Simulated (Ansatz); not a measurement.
The same path of H2N + H7N3Si (14 atoms, charge 0, multiplicity 2) was run twice with different band settings. Lost on the way: Si1–H2. Made: H2–N12.

Computed with UKS B3LYP-D4/6-31G* (Ansatz).

Relaxed end points:

```xyz
14
Properties=species:S:1:pos:R:3
Si -0.346 0.183 -0.045
H -0.855 0.282 1.362
N 1.364 0.322 0.142
H 1.767 -0.118 0.966
H 1.972 0.250 -0.665
N -0.758 1.394 -1.202
H -1.710 1.457 -1.539
H -0.316 2.302 -1.146
N -1.155 -1.235 -0.638
H -1.270 -2.021 -0.009
H -0.959 -1.558 -1.579
N 1.097 -0.551 3.045
H 0.358 -1.118 3.489
H 0.819 0.413 3.285
```

```xyz
14
Properties=species:S:1:pos:R:3
Si -0.224 0.149 -0.203
H -0.339 0.188 2.580
N 1.492 -0.052 -0.451
H 2.073 -0.390 0.307
H 1.964 0.686 -0.963
N -0.730 1.506 -1.177
H -1.526 1.343 -1.785
H -0.787 2.425 -0.753
N -1.010 -1.272 -0.840
H -1.870 -1.603 -0.419
H -0.408 -2.049 -1.091
N 0.115 -0.089 3.455
H 0.188 -1.105 3.418
H 1.070 0.263 3.389
```

Common settings: spring 5.0 eV/Å²; optimiser quadratic models (default); start path through a guess of the saddle point; force threshold 0.03 eV/Å; iteration limit 60; end points relaxed.

| run | movable images | climbing image |
| --- | --- | --- |
| 1 | 7 | yes |
| 2 | 1 | no |

(1) What does each run give, and how far can it be trusted?

Answers

(1) Run 1: converged after 24 iterations, highest image 0.274 eV above the first end. A vibrational analysis at the climbing image gives one clearly imaginary mode, 1025i cm⁻¹: a first-order saddle point.
Run 2: converged after 24 iterations, highest image 0.000 eV above the first end. The highest image is an end point: on this band no image between the ends rises above it. Inner images lie up to 0.039 eV below the lower end, so the ends aren't the lowest states on this path. So few images can step over the top or miss a turn of the path.
